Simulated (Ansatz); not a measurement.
Gas-phase electronic energies from Ansatz, PBE0-D4/def2-TZVP geometries. CCSD(T)/CBS adds triple-zeta CCSD(T) − MP2 to the extrapolated MP2 energy (def2 sets, frozen cores). Functionals use def2-TZVPP. B3LYP here is the variant with VWN-RPA as its local correlation; programs differ in this. Each species was taken in one conformer, which may not be the lowest.

`CCOC(F)(F)F` → `CC(F)OC(F)F`  (isomerisation)

```
             level  ΔE (kcal/mol)  difference from CCSD(T)/CBS
            PBE-D4            3.9                         -0.4
         r2SCAN-D4            5.2                          0.9
           PBE0-D4            5.1                          0.8
          B3LYP-D4            3.6                         -0.7
           ωB97X-V            4.5                          0.2
           ωB97M-V            4.9                          0.6
            B2PLYP            4.1                         -0.2
               PBE            4.0                         -0.3
            r2SCAN            5.2                          0.9
              PBE0            5.1                          0.8
             B3LYP            3.8                         -0.5
     HF/def2-TZVPP            5.9                          1.6
    MP2/def2-TZVPP            4.8                          0.5
SCS-MP2/def2-TZVPP            4.4                          0.1
   CCSD/def2-TZVPP            4.8                          0.5
CCSD(T)/def2-TZVPP            4.6                          0.3
     HF/def2-QZVPP            5.9                          1.6
    MP2/def2-QZVPP            4.7                          0.4
SCS-MP2/def2-QZVPP            4.2                         -0.1
      HF/CBS(def2)            5.9                          1.6
     MP2/CBS(def2)            4.5                          0.2
    CCSD/CBS(def2)            4.5                          0.2
       CCSD(T)/CBS            4.3                            0
```

Largest T1 diagnostic among the species: 0.012.

In def2-TZVPP, CCSD(T) changes the Hartree–Fock value by −1.2 kcal/mol (the triples alone add −0.2 kcal/mol) and MP2 by −1.0 kcal/mol. From PBE to PBE0 (25 % exact exchange), in def2-TZVPP and without D4, ΔE moves by +1.2 kcal/mol.
